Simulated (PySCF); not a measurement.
Spectrum to structure. The calculation used PySCF 2.14.0, density-fitted response routines, TDDFT PBE0/def2-SVPD, vertical, gas phase, core orbitals frozen in the response. Geometries: GFN2-xTB, one conformer each.

| state | E (eV) | λ (nm) | f |
| --- | --- | --- | --- |
| S1 | 3.55 | 349.7 | 0.085 |
| S2 | 4.39 | 282.4 | 0.0001 |
| S3 | 4.99 | 248.4 | 0.0000 |
| S4 | 5.52 | 224.7 | 0.543 |
| S5 | 5.61 | 221.2 | 0.0030 |
| S6 | 5.75 | 215.8 | 0.0004 |
| S7 | 5.92 | 209.4 | 0.0011 |
| S8 | 6.08 | 203.8 | 0.0008 |

**Question.** Which candidate is it? All have the formula C7H8BN.
A. `[BH3-][n+]1ccccc1C#C`
B. `C#C[BH2-][N+]#CCC#CC`
C. `CB(C)/C=C1C=C\1C#N`
D. `[BH3-][n+]1cccc(C#C)c1`

**Answer.** C. Its S1, at 3.55 eV, is the lowest among the candidates; the nearest of the others has S1 at 4.06 eV. S1 is HOMO→LUMO (97%). Löwdin shares by element: HOMO carbon 77% or more (atoms not listed hold the other 23%); LUMO carbon 67% or more, nitrogen 20%. At the same level the other candidates give, for their lowest levels:
- `C#C[BH2-][N+]#CCC#CC`: 4.63 eV (f 0.003); 4.98 eV (f 0.038); 5.13 eV (f 0.020); 5.31 eV (f 0.001); 5.76 eV (f 0.000); T1 4.49 eV; HOMO -6.60, LUMO -0.90 eV
- `[BH3-][n+]1cccc(C#C)c1`: 4.26 eV (f 0.055); 4.46 eV (f 0.010); 4.51 eV (f 0.081); 4.90 eV (f 0.004); 5.05 eV (f 0.233); T1 3.33 eV; HOMO -7.35, LUMO -2.27 eV
- `[BH3-][n+]1ccccc1C#C`: 4.06 eV (f 0.058); 4.10 eV (f 0.001); 4.55 eV (f 0.051); 4.82 eV (f 0.000); 5.03 eV (f 0.000); T1 3.25 eV; HOMO -7.24, LUMO -2.29 eV

Shape of the structure used: `[CH3:1][B:2]([CH3:3])/[CH:4]=[C:5]1[CH:6]=[C:7]\1[C:8]#[N:9]`: C1–B2–C4–C5 1°.
Triplets come from the Tamm–Dancoff approximation.
